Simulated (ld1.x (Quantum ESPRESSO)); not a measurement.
**Ranking TM potentials for F**

All share these settings but for the change named:

F, norm-conserving Troullier–Martins (Kleinman–Bylander form), made with ld1.x (Quantum ESPRESSO) 7.5 (BLYP, scalar-relativistic). Core [He], reference 2s2 2p5. Waves: 2p (bound): rc 1.05 bohr; 2s (bound): rc 0.60 bohr. Local part: the s channel. Core correction: none.

Test errors are all-electron minus pseudo excitation energies from the reference, over 2s2 2p4; 2s2 2p3; 2s2 2p2; 2s1 2p6; 2s2 2p5.3; 2s2 2p4.5; 2s2 2p1. None of these files shows a bound ghost.

The base gives 795.0 meV.

Of 10 variants that were run, those that failed, showed a ghost or another fault, or gave nearly equal values are left out.

A variant can come out equal or close to the base, since the largest error may sit in a test that the change hardly touches while other tests move.

Question: Rank these variants by their largest absolute test error, smallest first.
A. functional PBE
B. wave 2p (bound): rc 1.05 bohr becomes 2p (bound): rc 1.30 bohr
C. wave 2p (bound): rc 1.05 bohr becomes 2p (bound): rc 1.38 bohr
D. type RRKJ

Answer: A (756.1 meV), D (965.3 meV), B (1689.3 meV), C (2256.0 meV).
